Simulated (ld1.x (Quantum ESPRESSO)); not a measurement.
# Cutoff test, oxygen, ultrasoft

* Element: oxygen
* Generator: ld1.x (Quantum ESPRESSO) 7.5
* Type: ultrasoft
* Functional: LDA (PZ)
* Relativity: scalar-relativistic
* Frozen core: [He]
* Valence charge: 6
* Reference configuration: 2s1.5 2p4.5
* Partial waves: 2s (bound): rcut 0.90, rcutus 1.00 bohr; 2s channel at 0.3 Ry: rcut 0.90, rcutus 1.00 bohr; 2p (bound): rcut 1.10, rcutus 1.25 bohr; 2p channel at -0.3 Ry: rcut 1.10, rcutus 1.25 bohr; 3d channel at 0.3 Ry: rcut 0.95, rcutus 1.20 bohr; 3d channel at 1.25 Ry: rcut 0.95, rcutus 1.20 bohr
* Local potential: all-electron potential smoothed inside 1.15 bohr (lloc = -1)
* Core correction: none
* Augmentation charge: PSQ, radius 0.95 bohr

The pseudo-atom Hamiltonian at the reference potential is diagonalised in spherical Bessel functions j_l(qr) that vanish at 20 bohr, with q² up to the cutoff. All-electron valence levels (Ry): 2s -1.7629, 2p -0.6910.

Problem. How do the lowest levels (Ry) of each channel move with the cutoff, and are there ghosts?

Solution.

```
cutoff (Ry)     s #1     s #2     p #1    d #1    f #1    f #2  Σ f·Δε (mRy)
          8  -1.6646  -0.0056  -0.1130  0.0797  0.1208  0.2634        2748.9
         15  -1.7501  -0.0080  -0.3967  0.0797  0.1208  0.2634        1344.0
         30  -1.7623  -0.0083  -0.6614  0.0797  0.1208  0.2634         134.3
         45  -1.7627  -0.0083  -0.6899  0.0797  0.1208  0.2634           5.7
         70  -1.7629  -0.0083  -0.6908  0.0797  0.1208  0.2634           1.2
        100  -1.7630  -0.0083  -0.6910  0.0797  0.1208  0.2634           0.2
        400  -1.7630  -0.0083  -0.6911  0.0797  0.1208  0.2634           0.0
```

Result: no extra level below or beside the all-electron valence levels (s, p, d, f tested); 10 mRy is reached at 45 Ry and 1 mRy at 80 Ry.

Its largest configuration-test error is +645 meV.
